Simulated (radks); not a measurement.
The technetium ion Tc2+ inside a hard spherical wall (all orbitals vanish at R), configuration held at [Kr] 4d5 and not refilled when levels cross. Method: scalar-relativistic Kohn-Sham, LDA (Slater exchange, Perdew-Wang correlation), spin-unpolarised, spherical densities, finite nucleus; Fermi nuclear charge, rms radius 4.4112 fm; computed with a radial shooting solver on a logarithmic mesh with Libxc functionals. Eigenvalues in eV, with the zero of energy where the potential of the charges vanishes at infinity; a dash marks a level that is unbound or too diffuse for the functional's potential to be trusted. A positive occupied level is held by the wall or, in an anion where self-interaction has pushed it up, behind a barrier. The pressure on the wall is -dE/dV.

| R (bohr) | E (hartree) | kinetic (hartree) | e(3d) | e(4s) | e(4p) | e(4d) | e(5s, empty) | e(5p, empty) | pressure (GPa) |
|---|---|---|---|---|---|---|---|---|---|
| free | -4280.32643 | 4418.377 | -266.48 | -89.724 | -61.737 | -22.737 | -18.721 | -13.236 | 0 |
| 20 | -4280.32643 | 4418.377 | -266.48 | -89.724 | -61.737 | -22.737 | -18.721 | -13.236 | < 0.0001 |
| 15 | -4280.32643 | 4418.377 | -266.48 | -89.724 | -61.737 | -22.737 | -18.721 | -13.236 | < 0.0001 |
| 12 | -4280.32643 | 4418.377 | -266.48 | -89.724 | -61.737 | -22.737 | -18.721 | -13.235 | < 0.0001 |
| 7 | -4280.32630 | 4418.379 | -266.47 | -89.714 | -61.728 | -22.729 | -18.687 | -13.074 | 0.0135 |
| 3.5 | -4280.13781 | 4419.529 | -262.54 | -86.502 | -58.670 | -19.327 | -8.973 | 1.504 | 74.2 |
| 1.5 | -4253.21860 | 4519.121 | -161.66 | 5.081 | 41.827 | 101.89 | 324.06 | 356.67 | 88500 |
